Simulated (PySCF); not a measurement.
## Radial density of Gd⁴⁶⁺ (gadolinium, charge +46)

UHF, [Ar], closed-shell 1S. All numbers are calculated (PySCF 2.14, no relativity, point nucleus, in an uncontracted even-tempered set (16 s from 10 bohr⁻², ratio 2.5; 10 p from 13 bohr⁻², ratio 2.5; 4 d from 56 bohr⁻², ratio 2.7; 4 f from 83 bohr⁻², ratio 2.7)).

```
r (bohr)  4πr²ρ (e/bohr)
0.000420          0.3922
0.000706           1.070
 0.00119           2.845
 0.00200           7.258
 0.00336           17.25
 0.00565           36.45
 0.00951           63.36
  0.0160           81.29
  0.0269           75.13
  0.0453           84.30
  0.0761           98.32
   0.128           43.01
   0.215           46.59
   0.362           9.628
   0.609         0.08351
```

A non-relativistic calculation at this Z misses sizeable relativistic shifts. Spin-orbit coupling, which splits the p, d and f shells strongly at this Z, is absent.
